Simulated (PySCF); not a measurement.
Species: C2H9N2Si (doublet state).
Cartesian coordinates in Å at the GFN2-xTB level; atoms count from 1:
```xyz
14
C2H9N2Si angstrom
C      2.7219    0.2041    0.5858
N      1.3967   -0.2290    0.5805
Si     0.0661    0.4783   -0.1834
N     -1.1520   -0.6631    0.2561
C     -2.5262   -0.5089   -0.1002
H      2.8286    1.2943    0.6559
H      3.2184   -0.0991   -0.3463
H      3.2616   -0.2680    1.4133
H      0.0884    0.5227   -1.6556
H     -0.2069    1.8607    0.2684
H     -1.0123   -1.1992    1.0976
H     -3.0322   -1.4769   -0.1246
H     -2.5831   -0.0570   -1.0887
H     -3.0697    0.1405    0.5991
```

The hyperfine couplings belong to this conformer and change with its torsions.

Identity: `C[N][SiH2]NC` [radical].

Level of theory: PySCF 2.14.0, UKS B3LYP, pcH-1 on C H N Si, non-relativistic, mean-field spin-orbit, GIAO. Geometry: GFN2-xTB, one conformer, isolated molecule. Couplings are sensitive to structure, and on GFN2-xTB geometries they can be far from those on DFT ones. Stability of the SCF solution: not tested.

Q: Match the computed a_iso(13C) values -32.9, -2.3 MHz with the sites C1; C5.

A: 
```tsv
site	a_iso (MHz)	ρ(0) (bohr⁻³)	position	distance from N2 (Å)	spin population	largest |T| (MHz)
C1	-32.9	-0.0293	1 bond from N2	1.39	-0.07	4.9
C5	-2.3	-0.0021	3 bonds from N2	3.99	0.00	0.4
```

Q: The isotropic 1H couplings, averaged over equivalent nuclei, are +102.3, +46.1, +4.8, -2.1 MHz. Assign them to H6/H7/H8; H9/H10; H11; H12/H13/H14.

A: 
| site | a_iso (MHz) | ρ(0) (bohr⁻³) | position | distance from N2 (Å) | bound to | spin population there | largest \|T\| (MHz) |
| --- | --- | --- | --- | --- | --- | --- | --- |
| H6/H7/H8 | +102.3 | +0.0229 | 2 bonds from N2 | 2.06 | C1 | -0.07 | 10.2 |
| H9/H10 | +46.1 | +0.0103 | 2 bonds from N2 | 2.67 | Si3 | -0.03 | 5.8 |
| H11 | -2.1 | -0.0005 | 3 bonds from N2 | 2.65 | N4 | +0.03 | 4.8 |
| H12/H13/H14 | +4.8 | +0.0011 | 4 bonds from N2 | 4.49 | C5 | 0.00 | 1.8 |

ρ(0) is the spin density at the nucleus and T the dipolar tensor; a_iso includes a spin–orbit part; entries for several nuclei are means. The largest Mulliken spin populations are on N2 (+0.88), H7 (+0.08) and C1 (-0.07). N2 is the only atom above +0.15. The positive populations add up to 1.11 and the negative ones to -0.11, together 2S = 1.

Examples of negative spin density at the nucleus (bohr⁻³): Si3 (-0.0450), C1 (-0.0293) and C5 (-0.0021).

Class means assume fast exchange of nuclei equivalent by connectivity; if that motion is slow, each nucleus keeps its own coupling. The three 1H nuclei of mean +102.3 MHz run from 17.5 to 199.2 MHz in the frozen geometry. The three 1H nuclei of mean +4.8 MHz run from 1.6 to 9.9 MHz in the frozen geometry. The 1H value of +46.1 MHz is a mean of couplings from 42.6 to 49.6 MHz in this one geometry, not an average over conformers.

Hardware: an Arm Neoverse V2 with one thread (shared host). Cost: 48 s of wall time (grids of density and orbitals included), 0.77 GiB resident at most.
